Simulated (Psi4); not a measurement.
C₄H₁₀O₂, charge +1, doublet, at a GFN2-xTB geometry (a state made from the parent by changing its charge; the spin is typed, not shown lowest); MP2/STO-3G (Psi4 1.11).

Here is a job for Psi4.
```
memory 2 GB

molecule mol {
1 2
C     1.938721    0.925303    0.484624
O     0.887049    0.799477   -0.437014
C     0.637908   -0.441993   -0.966083
C    -0.375988   -1.263846   -0.048325
O    -1.590107   -0.640143   -0.031367
C    -1.715707    0.499226    0.747580
H     1.868583    0.195515    1.300053
H     1.898293    1.938853    0.881202
H     2.903571    0.770848   -0.013673
H     1.536449   -1.061644   -1.058811
H     0.146274   -0.299410   -1.932673
H    -0.505647   -2.248631   -0.502655
H     0.085686   -1.338986    0.946954
H    -2.746347    0.844002    0.665016
H    -1.438117    0.328684    1.795914
H    -1.033877    1.283949    0.358954
}

set {
  basis sto-3g
  reference uhf
  freeze_core true
  mp2_type conv
  scf_type pk
  puream true
  d_convergence 1e-8
}

energy('mp2')
print_variables()
```

Task: Predict the main parts of the log of this Psi4 run.

Result: 
```
   => Loading Basis Set <=

    Name: STO-3G
    Role: ORBITAL
    Keyword: BASIS

         ---------------------------------------------------------
                                   SCF
               by Justin Turney, Rob Parrish, Andy Simmonett
                          and Daniel G. A. Smith
                              UHF Reference
         ---------------------------------------------------------

  ==> Geometry <==

    Molecular point group: c1
    Full point group: C1

    Geometry (in Angstrom), charge = 1, multiplicity = 2:

       Center              X                  Y                   Z               Mass
    ------------   -----------------  -----------------  -----------------  -----------------
         C            1.968587660487     0.929863695967     0.511479083829    12.000000000000
         O            0.916915660487     0.804037695967    -0.410158916171    15.994914619570
         C            0.667774660487    -0.437432304033    -0.939227916171    12.000000000000
         C           -0.346121339513    -1.259285304033    -0.021469916171    12.000000000000
         O           -1.560240339513    -0.635582304033    -0.004511916171    15.994914619570
         C           -1.685840339513     0.503786695967     0.774435083829    12.000000000000
         H            1.898449660487     0.200075695967     1.326908083829     1.007825032230
         H            1.928159660487     1.943413695967     0.908057083829     1.007825032230
         H            2.933437660487     0.775408695967     0.013182083829     1.007825032230
         H            1.566315660487    -1.057083304033    -1.031955916171     1.007825032230
         H            0.176140660487    -0.294849304033    -1.905817916171     1.007825032230
         H           -0.475780339513    -2.244070304033    -0.475799916171     1.007825032230
         H            0.115552660487    -1.334425304033     0.973809083829     1.007825032230
         H           -2.716480339513     0.848562695967     0.691871083829     1.007825032230
         H           -1.408250339513     0.333244695967     1.822769083829     1.007825032230
         H           -1.004010339513     1.288509695967     0.385809083829     1.007825032230

  Running in c1 symmetry.

  Rotational constants: A =      0.19565  B =      0.08179  C =      0.06710 [cm^-1]
  Rotational constants: A =   5865.52074  B =   2452.11441  C =   2011.54195 [MHz]
  Nuclear repulsion =  268.605035096378174

  Charge       = 1
  Multiplicity = 2
  Electrons    = 49
  Nalpha       = 25
  Nbeta        = 24

  ==> Algorithm <==

  SCF Algorithm Type is PK.
  DIIS enabled.
  MOM disabled.
  Fractional occupation disabled.
  Guess Type is SAD.
  Energy threshold   = 1.00e-08
  Density threshold  = 1.00e-08
  Integral threshold = 1.00e-12

  ==> Primary Basis <==

  Basis Set: STO-3G
    Blend: STO-3G
    Number of shells: 28
    Number of basis functions: 40
    Number of Cartesian functions: 40
    Spherical Harmonics?: true
    Max angular momentum: 1

  ==> Integral Setup <==

  Using in-core PK algorithm.
   Calculation information:
      Number of atoms:                  16
      Number of AO shells:              28
      Number of primitives:             84
      Number of atomic orbitals:        40
      Number of basis functions:        40

      Integral cutoff                 1.00e-12
      Number of threads:                 1

  Performing in-core PK
  Using 673220 doubles for integral storage.
  We computed 78122 shell quartets total.
  Whereas there are 82621 unique shell quartets.

  ==> DiskJK: Disk-Based J/K Matrices <==

    J tasked:                  Yes
    K tasked:                  Yes
    wK tasked:                  No
    Schwarz Cutoff:          1E-12

  Minimum eigenvalue in the overlap matrix is 2.2093919189E-01.
  Reciprocal condition number of the overlap matrix is 9.0522495010E-02.
    Using symmetric orthogonalization.

  ==> Pre-Iterations <==

  SCF Guess: Superposition of Atomic Densities via on-the-fly atomic UHF (no occupation information).

   -------------------------
    Irrep   Nso     Nmo
   -------------------------
     A         40      40
   -------------------------
    Total      40      40
   -------------------------

  ==> Iterations <==

                        Total Energy        Delta E     RMS |[F,P]|

   @UHF iter SAD:  -298.34659378484122   -2.98347e+02   0.00000e+00
   @UHF iter   1:  -302.75440166839519   -4.40781e+00   1.00203e-02 ADIIS/DIIS
   @UHF iter   2:  -302.85852398913579   -1.04122e-01   3.18704e-03 ADIIS/DIIS
   @UHF iter   3:  -302.86798989355782   -9.46590e-03   6.98907e-04 ADIIS/DIIS
   @UHF iter   4:  -302.86938196447579   -1.39207e-03   4.12442e-04 ADIIS/DIIS
   @UHF iter   5:  -302.87002434922044   -6.42385e-04   3.25302e-04 ADIIS/DIIS
   @UHF iter   6:  -302.87089165003147   -8.67301e-04   3.89951e-04 ADIIS/DIIS
   @UHF iter   7:  -302.86990250844167    9.89142e-04   3.33817e-04 ADIIS/DIIS
   @UHF iter   8:  -302.86892578490597    9.76724e-04   1.06476e-04 ADIIS/DIIS
   @UHF iter   9:  -302.86895418604252   -2.84011e-05   3.79368e-05 DIIS
   @UHF iter  10:  -302.86895388202674    3.04016e-07   1.56934e-05 DIIS
   @UHF iter  11:  -302.86895520950867   -1.32748e-06   6.65306e-06 DIIS
   @UHF iter  12:  -302.86895554095531   -3.31447e-07   3.63434e-06 DIIS
   @UHF iter  13:  -302.86895566429462   -1.23339e-07   1.62462e-06 DIIS
   @UHF iter  14:  -302.86895568446312   -2.01685e-08   8.16867e-07 DIIS
   @UHF iter  15:  -302.86895568941554   -4.95243e-09   2.50190e-07 DIIS
   @UHF iter  16:  -302.86895568976576   -3.50212e-10   8.14509e-08 DIIS
   @UHF iter  17:  -302.86895568979003   -2.42721e-11   3.27159e-08 DIIS
   @UHF iter  18:  -302.86895568979048   -4.54747e-13   1.43802e-08 DIIS
   @UHF iter  19:  -302.86895568979088   -3.97904e-13   5.07506e-09 DIIS
  Energy and wave function converged.

  ==> Post-Iterations <==

   @Spin Contamination Metric:   1.732775381E-02
[...]
  @UHF Final Energy:  -302.86895568979088
    Total Energy =                       -302.8689556897908801
  DIE_IF_NOT_CONVERGED          => (empty)
[...]
  FREEZE_CORE                   => TRUE            !
  FREEZE_CORE_POLICY            => (empty)
  FROZEN_DOCC                   => (empty)
  FROZEN_UOCC                   => (empty)
  INTEGRAL_PACKAGE              => (empty)
  IP_POLES                      => (empty)
  LEVEL_SHIFT                   => (empty)
  LITERAL_CFOUR                 => (empty)
  LS_THC_BASIS_TOLERANCE        => (empty)
  LS_THC_DF                     => (empty)
  LS_THC_PRUNING_SCHEME         => (empty)
  LS_THC_RADIAL_POINTS          => (empty)
  LS_THC_SPHERICAL_POINTS       => (empty)
  LS_THC_S_EPSILON              => (empty)
  LS_THC_WEIGHTS_TOLERANCE      => (empty)
  MAT_NUM_COLUMN_PRINT          => (empty)
  MAX_MOGRAD_CONVERGENCE        => (empty)
  MAX_RADIAL_MOMENT             => (empty)
  MBIS_D_CONVERGENCE            => (empty)
  MBIS_MAXITER                  => (empty)
  MBIS_PRUNING_SCHEME           => (empty)
  MBIS_RADIAL_POINTS            => (empty)
  MBIS_SPHERICAL_POINTS         => (empty)
  MOGRAD_DAMPING                => (empty)
  MOLDEN_WITH_VIRTUAL           => (empty)
  MO_MAXITER                    => (empty)
  MO_READ                       => (empty)
  MO_STEP_MAX                   => (empty)
  MO_WRITE                      => (empty)
  MP2_OS_SCALE                  => (empty)
  MP2_SOS_SCALE                 => (empty)
  MP2_SOS_SCALE2                => (empty)
  MP2_SS_SCALE                  => (empty)
  MP2_TYPE                      => CONV            !
  MP_TYPE                       => (empty)
  NAT_ORBS                      => (empty)
  NUM_FROZEN_DOCC               => (empty)
  NUM_FROZEN_UOCC               => (empty)
  NUM_GPUS                      => (empty)
  OCC_ORBS_PRINT                => (empty)
  OEPROP                        => (empty)
  OPT_METHOD                    => (empty)
  ORBITAL_OPTIMIZER_PACKAGE     => (empty)
  ORB_OPT                       => FALSE           !
  ORB_RESP_SOLVER               => (empty)
  ORTH_TYPE                     => (empty)
  OS_SCALE                      => (empty)
  PARENT_SYMMETRY               => (empty)
  PCG_BETA_TYPE                 => (empty)
  PCG_CONVERGENCE               => (empty)
  PCG_MAXITER                   => (empty)
  PCM                           => (empty)
  PE                            => (empty)
  PRINT                         => (empty)
  PRINT_NOONS                   => (empty)
  PROPERTIES                    => (empty)
  PROPERTIES_ORIGIN             => (empty)
  PUREAM                        => TRUE            !
  QC_MODULE                     => (empty)
  RAS1                          => (empty)
  RAS2                          => (empty)
  RAS3                          => (empty)
  RAS4                          => (empty)
  RELATIVISTIC                  => (empty)
  RELAXED                       => (empty)
  REMP_A                        => (empty)
  RESTRICTED_DOCC               => (empty)
  RESTRICTED_UOCC               => (empty)
  RMS_MOGRAD_CONVERGENCE        => (empty)
  R_CONVERGENCE                 => (empty)
  SCF_TYPE                      => PK              !
  SCREENING                     => (empty)
  SCS_TYPE                      => (empty)
  SOCC                          => (empty)
  SOS_TYPE                      => (empty)
  SPIN_SCALE_TYPE               => NONE            !
  SS_SCALE                      => (empty)
  SYMMETRIZE                    => (empty)
  TPDM_ABCD_TYPE                => (empty)
  WFN                           => (empty)
  WFN_TYPE                      => OMP2            !
  WRITER_FILE_LABEL             => (empty)
  ZORA_BASIS_TOLERANCE          => (empty)
  ZORA_NR_DEBUG                 => (empty)
  ZORA_PRUNING_SCHEME           => (empty)
  ZORA_RADIAL_POINTS            => (empty)
  ZORA_SPHERICAL_POINTS         => (empty)

 ==============================================================================
 ==============================================================================
 ==============================================================================

                             MP2
                    Program Written by Ugur Bozkaya,
              Additional Contributions by J. P. Misiewicz

 ==============================================================================
 ==============================================================================
 ==============================================================================

	MO spaces per irreps...

	IRREP   FC   AOCC  BOCC  AVIR    BVIR  FV
	==========================================
	   A     6    19    18    15     16     0
	==========================================

	Computing MP2 energy using SCF MOs (Canonical MP2)...
	==============================================================================
	Nuclear Repulsion Energy (a.u.)    :   268.60503509637817
	SCF Energy (a.u.)                  :  -302.86895568979088
	REF Energy (a.u.)                  :  -302.86895568979088
	Alpha-Alpha Contribution (a.u.)    :    -0.01433415481264
	Alpha-Beta Contribution (a.u.)     :    -0.25772726824358
	Beta-Beta Contribution (a.u.)      :    -0.03796863565066
	Scaled_SS Correlation Energy (a.u.):    -0.01743426348777
	Scaled_OS Correlation Energy (a.u.):    -0.30927272189230
	SCS-MP2 Total Energy (a.u.)        :  -303.19566267517092
	SOS-MP2 Total Energy (a.u.)        :  -303.17822841168316
	SCSN-MP2 Total Energy (a.u.)       :  -302.96100860100631
	SCS-MP2-VDW Total Energy (a.u.)    :  -303.22499798837435
	SOS-PI-MP2 Total Energy (a.u.)     :  -303.22977386533188
	MP2 Correlation Energy (a.u.)      :    -0.31003005870688
	MP2 Total Energy (a.u.)            :  -303.17898574849778
	==============================================================================

  Variable Map:
  ----------------------------------------------------------------------------
[...]
  Array Variable Map:
  ----------------------------------------------------------------------------
[...]
[...]
```
